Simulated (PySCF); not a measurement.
**Spinor energies of V³⁺ (vanadium, charge +3)**

Start: [Ar] 3d2; 3d3/2 filled at m_j = +1/2, +3/2. Calculated with PySCF 2.14 in x2c-QZVPPall-2c: generalised Hartree-Fock with the X2C-1e Hamiltonian and a Gaussian nucleus; one run each with spin-orbit coupling (SO) switched off, then screened by Boettger's factors.

| spinor shell | electrons | ε, spin-free (eV) | ε, screened SO (eV) | weight of nominal j (screened SO) | rms radius, screened SO (bohr) |
| --- | --- | --- | --- | --- | --- |
| 1s1/2 | 2 | -5555.6 | -5555.5 | 1.000 | 0.0768 |
| 2s1/2 | 2 | -692.91 | -692.89 | 1.000 | 0.332 |
| 2p1/2 | 2 | -581.46 | -586.74 | 0.990 | 0.301 |
| 2p3/2 | 4 | -581.46 | -578.84 | 0.995 | 0.303 |
| 3s1/2 | 2 | -121.54 | -121.53 | 1.000 | 1.00 |
| 3p1/2 | 2 | -88.475 | -90.265 | 0.656 | 1.08 |
| 3p3/2 | 4 | -88.475 | -87.573 | 0.828 | 1.08 |
| 3d3/2 | 2 | -47.147 | -47.166 | 0.729 | 1.28 |

| quantity | spin-free | screened SO |
| --- | --- | --- |
| E (hartree) | -946.40058 | -946.41128 |
| M_J | 2 | 2 |
| ⟨J²⟩ | 8.006 | 7.785 |
| ⟨L²⟩ | 12.005 | 11.998 |
| ⟨S²⟩ | 2.001 | 1.998 |

The determinant has a definite M_J but mixes levels of different J.

Each row is a mean over spinors that exchange with the open shell spreads, by up to 8.963 eV (3p1/2).

Rows whose weight is well below 1 are mixtures of j = l ± 1/2: exchange outweighs spin-orbit coupling there, and the label is only the starting occupation.

Without spin-orbit coupling the j labels of p, d and f shells carry no meaning; the spin-free column gives the mean over the occupied spinors of each nl shell, and its ⟨J²⟩ belongs to a mixture of degenerate components.
